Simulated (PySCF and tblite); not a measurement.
The numbers below are computed, except where a source is named.
System: C₆H₇GeN, numbered as in [N:1]#[C:2][C:3]1=[CH:4][C@@H:5]([GeH3:6])[CH:7]=[CH:8]1.

The path came from a restrained scan, a climbing-image band and a saddle search at GFN2-xTB; energies are PBE0/pcSseg-1 + D3(BJ)//PBE0-D3(BJ)/def2-SVP, thermal terms GFN2-xTB. Rates follow Eyring's equation with the number of equivalent paths and no tunnelling. Run with tblite and PySCF.

Spin–orbit effects of heavy atoms on shieldings are missing.

Task: Estimate the barrier and the room-temperature rate of the shift of Ge6 from C5 to C7.

Result: The electronic barrier is 11.6 kcal/mol and ΔG‡(298 K) 11.5 kcal/mol, over a Cs saddle with an imaginary mode of 284i cm⁻¹ (GFN2-xTB). With 1 equivalent path, k is 2.3×10⁴ s⁻¹, a mean lifetime of the start of 44 µs against this motion.
